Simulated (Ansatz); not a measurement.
Correlation energies of `C[O][Al]([O]C)[O]C` by basis set

```xyz
16

C    -1.9203    0.7149    1.9614
O    -1.3634   -0.1022    0.9726
Al    0.0000   -0.0001    0.0001
O     0.3389   -1.2206   -1.1003
C    -0.2866   -2.4216   -1.4493
O     1.0242    1.3226    0.1277
C     2.2069    1.7067   -0.5121
H    -1.9862    0.1677    2.9078
H    -1.3336    1.6246    2.1339
H    -2.9344    1.0131    1.6747
H    -1.2024   -2.6006   -0.8742
H    -0.5484   -2.4133   -2.5127
H     0.3933   -3.2629   -1.2775
H     2.5322    0.9794   -1.2650
H     3.0116    1.8196    0.2222
H     2.0682    2.6726   -1.0093
```

The species carries charge 0 and has multiplicity 1. The structure was optimised at the PBE0-D4/def2-TZVP level. It is one conformer, not always the lowest. Frozen core, restricted reference, Ansatz 0.2.0. CBS rows extrapolate triple and quadruple zeta; past MP2 they add the triple-zeta difference.

```
     basis     HF (Eh)  MP2 corr.  CCSD corr.       (T)  CCSD(T) total
  def2-SVP  -585.14582   -1.03128    -1.09290  -0.02588     -586.26460
def2-TZVPP           ?          ?           ?  -0.04857              ?
def2-QZVPP  -585.67111   -1.39914           –         –              –
 CBS(def2)  -585.67451          ?    -1.51593     as TZ              ?
```

**Question.** Fill in the withheld values. (Estimate.)

**Answer.** Ansatz gave: def2-TZVPP HF (Eh): -585.64645; def2-TZVPP MP2 corr.: -1.30225; def2-TZVPP CCSD corr.: -1.34728; def2-TZVPP CCSD(T) total: -587.04230; CBS(def2) MP2 corr.: -1.47090; CBS(def2) CCSD(T) total: -587.23901.
